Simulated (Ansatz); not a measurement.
Consider the substitution at a C–Si bond: `FC(F)[SiH3]` + `OCF` → `FCOC(F)F` + SiH₄.

Gas-phase electronic energies from Ansatz, PBE0-D4/def2-TZVP geometries. CCSD(T)/CBS adds triple-zeta CCSD(T) − MP2 to the extrapolated MP2 energy (def2 sets, frozen cores). This one scheme is used for every species. Functionals use def2-TZVPP. B3LYP here is the variant with VWN-RPA as its local correlation; programs differ in this. HSE06 is defined as in plane-wave codes. One conformer a species, not always the lowest.

| level | ΔE (eV) |
| --- | --- |
| B3LYP-D4 | -0.09 |
| ωB97M-V | -0.14 |
| PBE-QIDH | -0.18 |
| PBE | -0.06 |
| r2SCAN | -0.16 |
| HSE06 | -0.12 |
| HF/def2-TZVPP | -0.30 |
| MP2/def2-QZVPP | -0.10 |

Question: What does CCSD(T)/CBS give? (Estimate.)

Answer: The calculation gave: -0.10 eV. The listed levels differ from it by 0.01, -0.04, -0.08, 0.04, -0.06, -0.02, -0.20, 0.00 eV.

Largest T1 diagnostic among the species: 0.012.

From PBE to PBE0 (25 % exact exchange), in def2-TZVPP and without D4, ΔE moves by −0.06 eV. At CCSD(T), def2-SVP lies −0.33 eV from the extrapolated value and def2-TZVPP −0.09 eV. In def2-TZVPP, CCSD(T) changes the Hartree–Fock value by +0.11 eV (the triples alone add +0.00 eV) and MP2 by +0.14 eV.
